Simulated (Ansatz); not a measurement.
Gas-phase electronic energies from Ansatz, PBE0-D4/def2-TZVP geometries. CCSD(T)/CBS is the MP2 limit (def2-TZVPP, def2-QZVPP) plus CCSD(T) − MP2 in def2-TZVPP, frozen cores. This one scheme is used for every species. Functionals use def2-TZVPP. For Ga outer-core shells are correlated without core-valence functions, which leaves a few kJ/mol of doubt a bond. Scalar relativity is left out up to krypton. One conformer a species, not always the lowest.

Consider the ligand exchange at a Ga–N bond: `CC[N](C)[GaH2]` + H₂S → `[SH][GaH2]` + ethylmethylamine.

CCSD(T)/CBS gives -11.0 kcal/mol.

(1) Another level gave -14.1 kcal/mol. Which?
A. HF/def2-TZVPP
B. r2SCAN0-D4/def2-TZVPP
C. CAM-B3LYP-D4/def2-TZVPP
D. MP2/def2-TZVPP

Largest T1 diagnostic among the species: 0.014.

Results:

(1) B. r2SCAN0-D4 -14.1, MP2/def2-TZVPP -10.4, HF/def2-TZVPP -18.3, CAM-B3LYP-D4 -11.9 kcal/mol.

From BLYP to BHLYP (50 % exact exchange), in def2-TZVPP and without D4, ΔE moves by −1.5 kcal/mol. Leaving LDA and LC-ωPBE aside and taking each functional with its dispersion term where it has one, the values, not all of them listed here, spread over 3.4 kcal/mol, from r2SCAN0-D4 to BLYP-D4. LDA lies +4.0 kcal/mol from PBE without D4. At CCSD(T), def2-SVP lies +0.9 kcal/mol from the extrapolated value and def2-TZVPP +0.4 kcal/mol.

CCSD(T)/CBS has its own doubt, a few kJ/mol and more with outer-core shells, so smaller differences from it don't rank the levels.
